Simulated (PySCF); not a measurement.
Species: C₃H₈OSi.
SMILES with atom numbers: `[CH2:1]=[CH:2][CH2:3][O:4][SiH3:5]` (hydrogens: H6, H7 on C1; H8 on C2; H9, H10 on C3; H11, H12, H13 on Si5)

Cartesian coordinates in Å at the PBE0-D3(BJ)/def2-SVP level; atoms count from 1:
```xyz
13
C3H8OSi angstrom
C      2.121    0.570   -0.256
C      1.092   -0.197    0.104
C     -0.178   -0.331   -0.671
O     -1.281   -0.174    0.189
Si    -2.862   -0.193   -0.329
H      2.084    1.192   -1.156
H      3.042    0.604    0.332
H      1.145   -0.803    1.017
H     -0.207   -1.334   -1.145
H     -0.196    0.412   -1.492
H     -3.203   -1.508   -0.961
H     -3.102    0.885   -1.341
H     -3.706    0.031    0.874
```

Method: TDDFT PBE0/def2-SVPD, vertical, gas phase, core orbitals frozen in the response (PySCF 2.14.0, density-fitted response routines).

Transition dipole moments from the ground state, in atomic units and in the frame of the coordinates above (overall signs are arbitrary), for the states with f of 0.002 or more among the lowest 8:

```
state  E (eV)      μx      μy      μz
   S1   6.573   0.485   0.209   0.023
   S2   7.132  -0.522  -0.114   0.086
   S3   7.222   0.887   0.359   0.028
   S5   7.485   0.000   0.197   0.126
   S6   7.798  -0.006   0.600   0.089
   S7   7.885  -0.549  -0.356   0.121
   S8   7.916   0.489   0.176  -0.079
```

Q: Work out the oscillator strengths.

A: f = (2/3) ΔE |μ|² with ΔE in hartree (27.2114 eV).

```json
{"state": "S1", "|μ|² (au)": "0.280", "|μ| (D)": "1.34", "f": "0.045"}
{"state": "S2", "|μ|² (au)": "0.292", "|μ| (D)": "1.37", "f": "0.051"}
{"state": "S3", "|μ|² (au)": "0.917", "|μ| (D)": "2.43", "f": "0.162"}
{"state": "S5", "|μ|² (au)": "0.055", "|μ| (D)": "0.59", "f": "0.010"}
{"state": "S6", "|μ|² (au)": "0.368", "|μ| (D)": "1.54", "f": "0.070"}
{"state": "S7", "|μ|² (au)": "0.443", "|μ| (D)": "1.69", "f": "0.086"}
{"state": "S8", "|μ|² (au)": "0.276", "|μ| (D)": "1.34", "f": "0.054"}
```

Q: What angle do the transition dipoles of S7 and S8 make?

A: |cos θ| = |μa·μb| / (|μa| |μb|) = 0.97, so θ ≈ 13° (taken between 0 and 90°, since the signs are arbitrary).

Q: How is the summed strength of these states shared among x, y and z?

A: (2/3) Σ ΔE μα² gives 0.329 for x, 0.139 for y and 0.010 for z, 0.478 in all.

Q: What peak molar absorption coefficient would the strongest computed level give as a lone Gaussian band 0.3 eV wide at half height?

A: ε(max) = 2.175×10⁸ f / FWHM, with the width in cm⁻¹. S3: 2.175×10⁸ × 0.1622 / 2420 ≈ 15000 L mol⁻¹ cm⁻¹.

The vertical ionisation energy (ΔSCF) is 9.68 eV, 1.77 eV above S8.

On one thread of an Arm Neoverse N1, shared host with 64 logical CPUs at a one-minute load of 60, this took 2.2 min of wall time and 0.81 GiB of memory at its peak.

One conformer stands for the species.
